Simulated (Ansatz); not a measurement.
Ansatz (a quantum-chemistry and plane-wave program) input for H4O4Ti, SMILES [OH][Ti]([OH])([OH])[OH] (connectivity only; charge and spin as stated), charge +1, multiplicity 2, PBE0/def2-SVPD. The structure is a stationary point at ωB97X-D3(BJ)/def2-SVP. The spin state was assumed, not searched. The isomer is the one that the SMILES or the coordinates give; other isomers of the formula were not compared. The values are those of a single conformer.

Ansatz 0.2 input:
```yaml
crystal:
  periodic: [false, false, false]
  atoms:
    - {symbol: Ti, position_ang: [0.09454311, 0.07383874, 0.06003745]}
    - {symbol: O, position_ang: [1.18297039, 0.92557635, -0.96627305]}
    - {symbol: H, position_ang: [1.55547033, 1.71989065, -1.37663410]}
    - {symbol: O, position_ang: [-1.10143640, 1.04321518, 0.84169955]}
    - {symbol: H, position_ang: [-1.60253050, 1.40853790, 1.58562552]}
    - {symbol: O, position_ang: [-1.18503440, -1.04446435, -1.21049932]}
    - {symbol: H, position_ang: [-1.64686884, -1.88319908, -0.97319372]}
    - {symbol: O, position_ang: [0.84941081, -1.09484714, 1.08427182]}
    - {symbol: H, position_ang: [1.64669731, -1.50552188, 1.44978663]}
basis:
  gaussian:
    orbitals: def2-SVPD
hamiltonian:
  xc: {name: PBE0}
total_charge: 1
magnetization: {spin_polarized: true, initial_magnetization: 1}
```

Log of the run:

```
Functional definition: PBE0
integrals: 0.10 GiB planned
1487 factors; their error is unknown
mean field: 1.11 GiB planned
mean field evaluation 1: about -31313.4753 eV, gradient 8.9e1 eV
mean field evaluation 2: about -30897.5324 eV, gradient 3.3e2 eV
mean field evaluation 4: about -31339.7151 eV, gradient 2.1e1 eV
mean field evaluation 8: about -31341.5615 eV, gradient 2.4e-1 eV
mean field evaluation 16: about -31341.6438 eV, gradient 9.7e-3 eV
mean field evaluation 32: about -31341.6438 eV, gradient 1.1e-5 eV
mean field -31341.64383916 eV, -1151.7841669600 hartree, gradient 1.1e-5 eV, S^2 0.755274; 2 other end points of the search recorded, 0 dependent functions left out
reference -31341.64388595 eV, -1151.7841686794 hartree; 29, 28 occupied and 129, 130 virtual orbitals, 1487 factors
Total energy: -31341.64388595 eV, -1151.7841686794 hartree
```

The calculation finished and met its thresholds.
